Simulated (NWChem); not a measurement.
System: BeH$_{2}$S; SMILES [SH][BeH]

Computed with NWChem. Each level has its own optimisation; frequencies are unscaled.

For level Hartree-Fock/3-21G:

lowest (cm⁻¹): 480

What are these values for level B3LYP/def2-TZVP?


* **lowest (cm⁻¹)**: 444
